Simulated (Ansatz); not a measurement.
Bond stretch in GaSi (cation, charge +1), lowest triplet found (which spin is the ground state isn't settled by this scan).

- UHF/aug-cc-pVDZ (Ansatz, a first-principles code)
- UKS-PBE = unrestricted PBE/aug-cc-pVDZ run with Ansatz
- FCI = full CI/aug-cc-pVDZ, cores with 3d frozen in Ansatz

Energies relative to the lowest point of each curve between 2.53 and 3.41 Å, where full CI is lowest, in kJ/mol:

```json
[
 {"R / Å": "2.53", "UHF": "30.2", "UKS-PBE": "14.5"},
 {"R / Å": "2.65", "UHF": "15.6", "UKS-PBE": "4.8"},
 {"R / Å": "2.80", "UHF": "5.2", "UKS-PBE": "0.0"},
 {"R / Å": "2.95", "UHF": "0.7", "UKS-PBE": "0.2"},
 {"R / Å": "3.41", "UHF": "4.0", "UKS-PBE": "13.8"},
 {"R / Å": "3.73", "UHF": "11.6", "UKS-PBE": "26.0"},
 {"R / Å": "4.09", "UHF": "20.4", "UKS-PBE": "38.6"},
 {"R / Å": "4.62", "UHF": "31.0", "UKS-PBE": "53.0"},
 {"R / Å": "5.08", "UHF": "37.5", "UKS-PBE": "61.3"},
 {"R / Å": "5.77", "UHF": "43.4", "UKS-PBE": "67.9"},
 {"R / Å": "6.77", "UHF": "47.4", "UKS-PBE": "69.5"},
 {"R / Å": "7.91", "UHF": "49.5", "UKS-PBE": "67.0"}
]
```

What does FCI give at the same points?

2.53: 21.9; 2.65: 9.5; 2.80: 2.0; 2.95: 0.0; 3.41: 9.0; 3.73: 19.2; 4.09: 30.3; 4.62: 43.5; 5.08: 51.4; 5.77: 58.3; 6.77: 62.7; 7.91: 64.9 (kJ/mol).

The scan ran from 1.66 to 7.91 Å; beyond the distances shown full CI changes its symmetry label.
